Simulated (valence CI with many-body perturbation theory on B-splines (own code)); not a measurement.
**Cr X: E2, M1, M2 decay**

Computed by relativistic CI+MBPT: five valence electrons over a frozen Dirac-Fock core [Ne], radial functions for each j: 9 s, 9 p, 8 d, 6 f, 3 g, 1 h, with the one-electron correlation potential Σ1, the two-electron term Σ2, the three-electron term Σ3, Breit, model QED; selected CI, second order for the rest, scaled by the run's own slope (own B-spline code, finite nucleus).

No measured levels were compared; by estimate levels of excited configurations hold to 0.05 to 0.15 % of their energy, terms of the ground configuration to about 0.5 %. Among the levels kept, up to 670 cm⁻¹ of a level comes from second order outside the variational space, and about a tenth of that is noise between levels of different J, which matters for small intervals.

Lines 1 to 19 of 19 in falling wavelength, among levels below 555630 cm⁻¹, chosen from the decays that carry over 1 % of a level's rate. Wavelengths and rates use the calculated energies, so an error of 200 cm⁻¹ moves a line at 371.4 nm by 0.74 % and its rate by three times that or more. Electric multipoles are in the length gauge, E1 and E2 with the static RPA response of the core. S is in atomic units (e²a₀⁴ for E2 and M2, e²a₀⁶ for E3), for M1 in squared Bohr magnetons. Weak lines are less certain than strong ones. Lines between different terms over intervals too small for the method are left out, as are lines whose strength nearly cancels.

Names give the largest LS component (configuration and term), which can be under half, so a name can repeat, a term be missing and a line seem to break the LS rules; names also repeat where a configuration has a term twice. Letters in brackets count levels of one name in rising energy.

```
λ vac (nm)            Upper                Lower  Type   A (s⁻¹)  S (a.u.)
      4247   3s²3p³ ²D°_5/2       3s²3p³ ²D°_3/2    M1  1.30e-01  2.22e+00
      2292  3s²3p²3d ⁴F_9/2      3s²3p²3d ⁴F_7/2    M1  2.16e+00  9.65e+00
     371.4   3s²3p³ ²P°_1/2       3s²3p³ ²D°_3/2    M1  2.72e+01  1.03e-01
     359.8   3s²3p³ ²P°_3/2       3s²3p³ ²D°_5/2    M1  2.79e+01  1.93e-01
     331.7   3s²3p³ ²P°_3/2       3s²3p³ ²D°_3/2    M1  6.14e+01  3.32e-01
     304.6  3s²3p²3d ²G_9/2      3s²3p²3d ⁴D_7/2    M1  2.91e+00  3.05e-02
     267.8   3s²3p³ ²D°_3/2       3s²3p³ ⁴S°_3/2    M1  1.31e+01  3.74e-02
     251.9   3s²3p³ ²D°_5/2       3s²3p³ ⁴S°_3/2    M1  4.05e-01  1.44e-03
     251.9   3s²3p³ ²D°_5/2       3s²3p³ ⁴S°_3/2    E2  4.33e-02  2.36e-02
     236.3  3s²3p²3d ²G_9/2  3s²3p²3d ²F_7/2 [a]    M1  1.88e+00  9.20e-03
     209.2  3s²3p²3d ²G_9/2      3s²3p²3d ⁴F_9/2    M1  4.27e+01  1.45e-01
     191.7  3s²3p²3d ²G_9/2      3s²3p²3d ⁴F_7/2    M1  2.06e+01  5.38e-02
     155.6   3s²3p³ ²P°_1/2       3s²3p³ ⁴S°_3/2    M1  6.54e+01  1.83e-02
     148.2   3s²3p³ ²P°_3/2       3s²3p³ ⁴S°_3/2    M1  1.36e+02  6.55e-02
     74.15  3s²3p²3d ²G_9/2         3s3p⁴ ²D_5/2    E2  1.65e+01  3.31e-02
     69.46  3s²3p²3d ⁴F_9/2         3s3p⁴ ⁴P_5/2    E2  4.30e+01  6.21e-02
     52.15  3s²3p²3d ²G_9/2         3s3p⁴ ⁴P_5/2    E2  4.45e+00  1.53e-03
     29.57  3s²3p²3d ⁴F_9/2       3s²3p³ ²D°_5/2    M2  2.25e+01  4.55e-04
     25.91  3s²3p²3d ²G_9/2       3s²3p³ ²D°_5/2    M2  4.65e+00  4.85e-05
```
